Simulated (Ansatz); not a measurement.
Program: Ansatz. Geometries: PBE0-D4/def2-TZVP. ΔE: electronic, gas phase. CBS: MP2 limit from def2 TZ/QZ plus the TZ coupled-cluster correction, frozen cores. This one scheme is used for every species. DFT in def2-TZVPP. For Ga outer-core shells are correlated without core-valence functions, which leaves a few kJ/mol of doubt a bond. Scalar relativity is left out up to krypton. One conformer a species, not always the lowest.

Reaction (ligand exchange at a Ga–N bond): `[NH2][Ga]([F])[Cl]` + HCl → `[F][Ga]([Cl])[Cl]` + NH₃

`[NH2][Ga]([F])[Cl]`:

Z-matrix (Å, degrees):
```
N
Ga 1 1.791
H 1 1.005 2 121.8
H 1 1.005 2 122.2 3 -159.9
F 2 1.743 1 119.0 3 -11.1
Cl 2 2.117 1 124.0 3 171.5
```

HCl:

Z-matrix (Å, degrees):
```
Cl
H 1 1.279
```

`[F][Ga]([Cl])[Cl]`:

```xyz
4

F     0.380    0.464   -1.696
Ga    0.014    0.017   -0.062
Cl    0.838   -1.766    0.692
Cl   -1.231    1.285    1.065
```

NH₃:

```xyz
4

N     0.229   -0.089    0.138
H     0.062   -0.631   -0.701
H    -0.606   -0.159    0.708
H     0.316    0.879   -0.145
```

```json
{"level": "PBE0-D4", "ΔE (kcal/mol)": "-16.2"}
{"level": "HF/def2-SVP", "ΔE (kcal/mol)": "-17.6"}
{"level": "HF/CBS(def2)", "ΔE (kcal/mol)": "-17.6"}
{"level": "MP2/CBS(def2)", "ΔE (kcal/mol)": "-14.4"}
```

Task: What does CCSD(T)/CBS give? (Estimate.)

Result: Ansatz gave: -14.3 kcal/mol. The listed levels differ from it by -1.9, -3.3, -3.3, -0.1 kcal/mol.

Largest T1 diagnostic among the species: 0.013.

Leaving LDA and LC-ωPBE aside and taking each functional with its dispersion term where it has one, the values, not all of them listed here, spread over 3.0 kcal/mol, from B97M-V to CAM-B3LYP-D4. LDA lies +2.5 kcal/mol from PBE without D4. At CCSD(T), def2-SVP lies −1.0 kcal/mol from the extrapolated value and def2-TZVPP −0.3 kcal/mol. In def2-TZVPP, CCSD(T) changes the Hartree–Fock value by +3.2 kcal/mol (the triples alone add +0.0 kcal/mol) and MP2 by +3.1 kcal/mol.
